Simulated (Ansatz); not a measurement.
SiH(vinyl)3 (C6H10Si). Charge 0, multiplicity 3. Geometry B3LYP-D4/def2-SVP, that of the neutral singlet; atoms count from 1.

```xyz
17

Si    0.0123    0.0928   -0.0124
H     0.2350    1.5578   -0.1999
C     1.2109   -0.8544   -1.1028
C     2.1249   -0.2725   -1.8914
H     1.1648   -1.9531   -1.0974
H     2.2289    0.8175   -1.9483
H     2.8135   -0.8519   -2.5177
C    -1.7534   -0.3264   -0.4914
C    -2.6390    0.5708   -0.9458
H    -2.0862   -1.3701   -0.3949
H    -2.3788    1.6289   -1.0679
H    -3.6649    0.2962   -1.2184
C     0.3053   -0.3468    1.7886
C     0.6464    0.5435    2.7303
H     0.1915   -1.3969    2.0946
H     0.7780    1.6072    2.4991
H     0.8110    0.2576    3.7758
```

At PBE0-D4/def2-TZVP a singlet of charge 0 lies 4.04 eV below the triplet at the same geometry.

**Question.** Estimate the Mulliken populations from the PBE0/def2-TZVP orbitals of Ansatz.

**Answer.** 
```json
{"atom": "Si1", "charge (e)": "0.33", "spin (α − β)": "-0.01"}
{"atom": "H2", "charge (e)": "-0.04", "spin (α − β)": "0.00"}
{"atom": "C3", "charge (e)": "-0.21", "spin (α − β)": "0.02"}
{"atom": "C4", "charge (e)": "-0.26", "spin (α − β)": "0.03"}
{"atom": "H5", "charge (e)": "0.11", "spin (α − β)": "0.00"}
{"atom": "H6", "charge (e)": "0.13", "spin (α − β)": "0.00"}
{"atom": "H7", "charge (e)": "0.13", "spin (α − β)": "0.00"}
{"atom": "C8", "charge (e)": "-0.18", "spin (α − β)": "0.96"}
{"atom": "C9", "charge (e)": "-0.30", "spin (α − β)": "1.11"}
{"atom": "H10", "charge (e)": "0.13", "spin (α − β)": "-0.05"}
{"atom": "H11", "charge (e)": "0.14", "spin (α − β)": "-0.06"}
{"atom": "H12", "charge (e)": "0.13", "spin (α − β)": "-0.05"}
{"atom": "C13", "charge (e)": "-0.21", "spin (α − β)": "0.01"}
{"atom": "C14", "charge (e)": "-0.26", "spin (α − β)": "0.03"}
{"atom": "H15", "charge (e)": "0.11", "spin (α − β)": "0.00"}
{"atom": "H16", "charge (e)": "0.13", "spin (α − β)": "0.00"}
{"atom": "H17", "charge (e)": "0.13", "spin (α − β)": "0.00"}
```
Mulliken values depend strongly on the basis.

**Question.** Where does the spin sit?

**Answer.** Summed by element: Si -0.01, H -0.16, C 2.16, of 2 unpaired in all. Largest on single atoms: C9 1.11, C8 0.96, H11 -0.06.

**Question.** And the Mayer bond orders between heavy atoms (over 0.3)?

**Answer.** Si1–C3 0.99 (1.88 Å); Si1–C8 1.05 (1.88 Å); Si1–C13 1.00 (1.88 Å); C3–C4 1.93 (1.34 Å); C8–C9 0.97 (1.34 Å); C13–C14 1.93 (1.34 Å).
